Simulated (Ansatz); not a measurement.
Cost and result for the atomization energy of CH3GeNS, SMILES `N#C[S][GeH3]` (7 atoms, 6 bonds).

Cartesian coordinates in Å:
```
N 2.275 -0.157 -1.603
C 1.428 0.484 -1.146
S 0.210 1.441 -0.495
Ge -0.820 -0.219 0.644
H 0.183 -0.789 1.648
H -1.289 -1.262 -0.372
H -1.986 0.503 1.324
```

The species carries charge 0 and has multiplicity 1. Correlated methods include outer-core shells of Ge, which these sets cover unevenly. Scalar relativity is left out up to krypton. All single points use the PBE0-D4/def2-TZVP geometry. Program: Ansatz. All runs use 2 threads of an AMD EPYC 7B13 on a shared host. Times are those of one run each, without the atoms' runs, and a repeat can differ threefold. Electronic energies, without spin–orbit coupling; frozen cores. CCSD(T)/CBS adds CCSD(T) − MP2 in def2-TZVPP to the MP2 limit, and its time is that of the two runs behind it. T1 = 0.013. With those shells the extrapolation isn't a true limit. HSE06 is the plane-wave form, built on full-range PBE exchange.

CCSD(T)/CBS is a level of theory with its own doubt, some kJ/mol a heavy atom from the limit and from the frozen cores, so smaller differences don't rank the functionals.

```json
{"level": "LDA (SPW92)/def2-TZVPP", "functions": "194", "wall time": "1.2 s", "atomization (kcal/mol)": "663.2", "difference from CCSD(T)/CBS": "95.7", "per bond": "16.0"}
{"level": "revPBE-D4/def2-TZVPP", "functions": "194", "wall time": "1.9 s", "atomization (kcal/mol)": "570.1", "difference from CCSD(T)/CBS": "2.6", "per bond": "0.4"}
{"level": "PBE-D4/def2-TZVPP (with forces)", "functions": "194", "wall time": "2.4 s", "atomization (kcal/mol)": "586.5", "difference from CCSD(T)/CBS": "19.0", "per bond": "3.2"}
{"level": "PBE0-D4/def2-TZVPP", "functions": "194", "wall time": "3 s", "atomization (kcal/mol)": "567.7", "difference from CCSD(T)/CBS": "0.2", "per bond": "0.0"}
{"level": "HSE06-D4/def2-TZVPP", "functions": "194", "wall time": "3.4 s", "atomization (kcal/mol)": "568.1", "difference from CCSD(T)/CBS": "0.6", "per bond": "0.1"}
{"level": "CCSD(T)/def2-SVP", "functions": "93", "wall time": "4.3 s", "atomization (kcal/mol)": "525.7", "difference from CCSD(T)/CBS": "-41.8", "per bond": "-7.0"}
{"level": "PBE-QIDH/def2-TZVPP", "functions": "194", "wall time": "5.5 s", "atomization (kcal/mol)": "561.9", "difference from CCSD(T)/CBS": "-5.6", "per bond": "-0.9"}
{"level": "r2SCANh-D4/def2-TZVPP", "functions": "194", "wall time": "5.5 s", "atomization (kcal/mol)": "562.0", "difference from CCSD(T)/CBS": "-5.5", "per bond": "-0.9"}
{"level": "ωB97X-V/def2-TZVPP", "functions": "194", "wall time": "7 s", "atomization (kcal/mol)": "572.2", "difference from CCSD(T)/CBS": "4.7", "per bond": "0.8"}
{"level": "ωB97M-V/def2-TZVPP (with forces)", "functions": "194", "wall time": "10 s", "atomization (kcal/mol)": "568.6", "difference from CCSD(T)/CBS": "1.1", "per bond": "0.2"}
{"level": "MP2/def2-QZVPP", "functions": "363", "wall time": "19 s", "atomization (kcal/mol)": "574.2", "difference from CCSD(T)/CBS": "6.7", "per bond": "1.1"}
{"level": "CCSD(T)/def2-TZVPP", "functions": "194", "wall time": "72 s", "atomization (kcal/mol)": "551.3", "difference from CCSD(T)/CBS": "-16.2", "per bond": "-2.7"}
{"level": "CCSD(T)/CBS(def2)", "functions": "–", "wall time": "91 s", "atomization (kcal/mol)": "567.5", "difference from CCSD(T)/CBS": "0.0", "per bond": "0.0"}
```

In def2-TZVPP, CCSD(T) changes the Hartree–Fock value by +181.4 kcal/mol (the triples alone add +14.5 kcal/mol) and MP2 by +194.9 kcal/mol; breaking electron pairs costs correlation energy, which Hartree–Fock lacks. At CCSD(T), def2-SVP lies −41.8 kcal/mol from the extrapolated value and def2-TZVPP −16.2 kcal/mol: correlation converges slowly with the basis, and small sets miss more of it in the bonded molecule than in its fragments. The D4 term adds +6.3 kcal/mol with B3LYP and +3.3 kcal/mol with PBE0; it sums over pairs of atoms, weighted by their polarisabilities, and B3LYP, whose exchange is more repulsive, gets the larger term.

B3LYP here is the variant with VWN-RPA as its local correlation; programs differ in this.
